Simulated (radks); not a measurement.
Results of a calculation; reference values are marked as such.
Valence configurations of Cd III (all share [Kr]). Level of theory: scalar-relativistic Kohn-Sham, PBE, spin-polarised, spherical densities, point nucleus; open shells are filled with parallel spins first (spin-orbit coupling, left out, can overturn this in heavy ions) (a radial shooting solver on a logarithmic mesh with Libxc functionals). Energies are relative to 4d10; eigenvalues in eV for spin up.

[
 {"valence": "4d10", "E (eV)": "0.000", "moment (Bohr magnetons)": "0", "e(4d)": "-30.444", "e(5p)": "-", "e(5s)": "-"},
 {"valence": "4d8 5p2", "E (eV)": "36.817", "moment (Bohr magnetons)": "4", "e(4d)": "-42.564", "e(5p)": "-19.399", "e(5s)": "-"},
 {"valence": "4d9.5 5s0.5", "E (eV)": "4.718", "moment (Bohr magnetons)": "1", "e(4d)": "-32.830", "e(5p)": "-", "e(5s)": "-22.535"},
 {"valence": "4d9 5s1", "E (eV)": "9.773", "moment (Bohr magnetons)": "2", "e(4d)": "-35.238", "e(5p)": "-", "e(5s)": "-23.701"},
 {"valence": "4d9 5p1", "E (eV)": "17.067", "moment (Bohr magnetons)": "2", "e(4d)": "-36.533", "e(5p)": "-17.166", "e(5s)": "-"},
 {"valence": "4d8 5s2", "E (eV)": "22.530", "moment (Bohr magnetons)": "2", "e(4d)": "-39.989", "e(5p)": "-", "e(5s)": "-25.156"},
 {"valence": "4d9.5 5p0.5", "E (eV)": "8.203", "moment (Bohr magnetons)": "1", "e(4d)": "-33.495", "e(5p)": "-15.951", "e(5s)": "-"},
 {"valence": "4d8 5s0.5 5p1.5", "E (eV)": "32.836", "moment (Bohr magnetons)": "4", "e(4d)": "-41.964", "e(5p)": "-19.074", "e(5s)": "-27.022"}
]

NIST lists [Kr] 4d10 as the ground configuration; this level of theory agrees among the configurations tried. The energies are those of spherical high-spin densities, not of single terms.
